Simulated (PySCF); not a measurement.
**[Hf(H)4] (charge 0, multiplicity 1)**

Method: PySCF with TPSSh-D3(BJ)/def2-TZVP // PBE-D3(BJ)/def2-SVP.

The HOMO is -7.89 eV. The dipole moment is 0.00 D, the LUMO is -2.49 eV and the HOMO–LUMO gap comes out as 5.40 eV. The charge on the central atom (Mulliken) is 0.83 e and the total energy comes out as -50.3366 Ha. The cost is around 14 core-seconds (rough).

Bond lengths (Å): Hf1–H2 1.853, Hf1–H3 1.853, Hf1–H4 1.853, Hf1–H5 1.853. Bond angles (°): H2–Hf1–H3 109.5, H2–Hf1–H4 109.5, H2–Hf1–H5 109.5, H3–Hf1–H4 109.5, H3–Hf1–H5 109.5, H4–Hf1–H5 109.5.
Charge 0, spin multiplicity 1.
